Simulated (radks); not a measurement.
Results of a calculation; reference values are marked as such.
The mean radii <r> (bohr) of the occupied orbitals of an atom or ion are listed with their occupations. Code: a radial shooting solver on a logarithmic mesh with Libxc functionals. Model: non-relativistic Kohn-Sham, TPSS, spin-polarised, spherical densities, point nucleus; meta-GGA in the generalised Kohn-Sham scheme.

orbital  occ.      <r>
1s up       1  0.02814
1s down     1  0.02814
2s up       1   0.1198
2s down     1   0.1197
2p up       3   0.1020
2p down     3   0.1019
3s up       1   0.2939
3s down     1   0.2941
3p up       3   0.2809
3p down     3   0.2812
3d up       1   0.2459

Name the element and its charge. Open shells, if any, are filled with parallel spins first.

Answer. Z = 54, xenon, charge +35: Xe35+ in [Ar] 3d1. The 1s radius gives Z: for a bare nucleus <r> = 1.5/Z, 0.02778 bohr for Z = 54, and screening makes it slightly larger (0.02814 here). The occupations add up to 19, and the charge is Z minus that.
